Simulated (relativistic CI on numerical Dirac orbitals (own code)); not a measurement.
What each ingredient does to the levels of Dy58+

Base calculation: Dirac-Coulomb-Breit CI, orbitals from a KLI potential per configuration, model QED, unscaled Slater integrals.

Configurations in the expansion (outside the closed core 1s2): 2s2 2p4, 2s 2p5, 2p6, 2p5 3s, 2p5 3p, 2p5 3d, 2s2 2p3 3s, 2s2 2p3 3p, 2s2 2p3 3d, 2s 2p4 3s, 2s 2p4 3p, 2s 2p4 3d, 2s2 2p3 4s, 2s2 2p3 4p, 2s2 2p3 4d, 2s2 2p3 4f. Levels of other configurations are missing.

Variants: (1) Breit term removed. Shifts of the energy above 2s2 2p4 3P_2, in eV, for the lowest level and the first level of each name with at least 55 % of one term (blank where a level changes its place among those of its configuration and J or its character, or is not in the variant):

```csv
Level,Base,Δ(1)
2s2 2p4 3P_2,0.00,0.00
2s2 2p4 1S_0,51.42,-6.00
2s2 2p4 3P_1,828.25,+7.37
2s2 2p4 1D_2,846.79,+12.86
2s 2p5 3P°_2,1172.47,-0.42
2s 2p5 1P°_1,1244.54,-2.20
2s2 2p4 3P_0,1694.77,+16.74
2s 2p5 3P°_0,2010.93,+7.02
2s 2p5 3P°_1,2046.94,+9.97
2p6 1S_0,2453.68,-4.00
2s2 2p3 3p 3P_0,7209.77,+6.16
2s2 2p3 3d 3P°_0,7279.68,+6.02
2s2 2p3 3s 3S°_1,7645.55,+19.38
2s2 2p3 3s 3D°_3,7658.97,+26.72
2s2 2p3 3s 1D°_2,7666.42,+25.83
2s2 2p3 3s 3P°_0,7702.40,+16.70
2s2 2p3 3s 3P°_1,7705.71,+17.57
2s2 2p3 3p 3D_1,7801.46,+14.83
2s 2p4 3s 5P_3,7922.73,+13.37
2s2 2p3 3p 3F_4,7996.72,+27.60
2s 2p4 3s 1S_0,8054.32,+4.10
```

At this charge energies of transitions that change n are usually good to better than 1 %, and those within a shell (Δn = 0) to a few per cent.

Ionisation energy from the two ground configurations alone: base 12688.6 eV; Breit term removed 12701 eV. The NIST ASD value (theoretical) is 12690 eV.

LS names give the leading component of a level, which can be under half, so a name can repeat, a term be missing and a line seem to break the LS rules.
